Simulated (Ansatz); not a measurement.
## CH3Cl3Si (SMILES C[Si](Cl)(Cl)Cl): the energy to break a bond

CH3Cl3Si has 8 atoms, charge 0, and is taken as a singlet. As SMILES, `C[Si](Cl)(Cl)Cl`. Geometry: optimised at B3LYP/def2-SVP.

```xyz
8

C    -0.7343   -0.2816    0.6911
Si    0.5754    0.2003   -0.5348
Cl    2.3892   -0.6520   -0.0279
Cl    0.0601   -0.4381   -2.4322
Cl    0.8067    2.2542   -0.5762
H    -0.8531   -1.3761    0.7085
H    -0.4543    0.0608    1.6994
H    -1.6976    0.1754    0.4162
```

Wanted: the dissociation energy of the Cl3–Si2 bond into doublet Cl and doublet CH3Cl2Si (shapes relaxed at B3LYP/def2-SVP, no zero-point term). 1 Eh = 2625.50 kJ/mol = 27.2114 eV. Totals in Eh; open shells run unrestricted unless said.

```tsv
level	program	CH3Cl3Si	doublet Cl	doublet CH3Cl2Si
HF/def2-SVP	Ansatz	-1706.668190	-459.319303	-1247.214269
B3LYP/def2-SVP	Ansatz	-1709.676944	-460.006005	-1249.504113
MP2/def2-SVP, 21 core orbitals frozen	Ansatz	-1707.300034	-459.428240	-1247.697590
```

**Question.** Work out the dissociation energy at each level.

**Answer.** 
1. HF/def2-SVP: (-459.319303) + (-1247.214269) − (-1706.668190) = 0.134618 Eh = 353.4 kJ/mol = 3.66 eV.
2. B3LYP/def2-SVP: (-460.006005) + (-1249.504113) − (-1709.676944) = 0.166826 Eh = 438.0 kJ/mol = 4.54 eV.
3. MP2/def2-SVP: (-459.428240) + (-1247.697590) − (-1707.300034) = 0.174204 Eh = 457.4 kJ/mol = 4.74 eV.

The levels span 353 to 457 kJ/mol; no measured value is set beside them. Hartree–Fock lacks the correlation of the bonding electrons, so it comes out low. A bond enthalpy at 298 K also holds the loss of zero-point energy and thermal terms.
